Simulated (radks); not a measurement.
Results of a calculation; reference values are marked as such.
Q: These are the eigenvalues of the occupied orbitals of an atom or ion with whole-number occupations (hartree). Level of theory: scalar-relativistic Kohn-Sham, PBE, spin-polarised, spherical densities, point nucleus (a radial shooting solver on a logarithmic mesh with Libxc functionals).

1s: -2714.915
2s: -472.6835
2p: -411.5143
3s: -109.8749
3p: -91.91749
3d: -71.87366
4s: -23.05861
4p: -17.16987
4d: -9.86297
5s: -3.20445
4f: -1.74590
5p: -1.71852
5d: -0.12553

Which element is it, and in what charge state? The configuration may be excited.

A: Z = 76, osmium, charge 0: Os in [Xe] 4f14 5d(up 4, down 4). The list shows which subshells hold electrons but not how many an open one holds; the 1s level, -2714.9 hartree, gives Z - s = 73.7 by -(Z - s)^2/2, which with screening and relativity narrows Z to a few neighbours, and the depths of the outer levels then fix element, charge and occupations together.
